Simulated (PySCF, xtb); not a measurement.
sulfur tetrafluoride (F₄S), SMILES FS(F)(F)F.

Harmonic wavenumbers (cm⁻¹) from GFN2-xTB (xtb) at its own minimum, in rising order: 144, 230, 299, 320, 351, 559, 710, 733, 776.

What does PBE-D3(BJ)/def2-SVP (PySCF) give at its own minimum? (The exact figures need the calculation; the answer reports its results.)

195, 307, 405, 463, 469, 558, 789, 808, 830. Paired by order, the mean absolute difference is 78 cm⁻¹ and the zero-point energies are 5.9 and 6.9 kcal/mol.
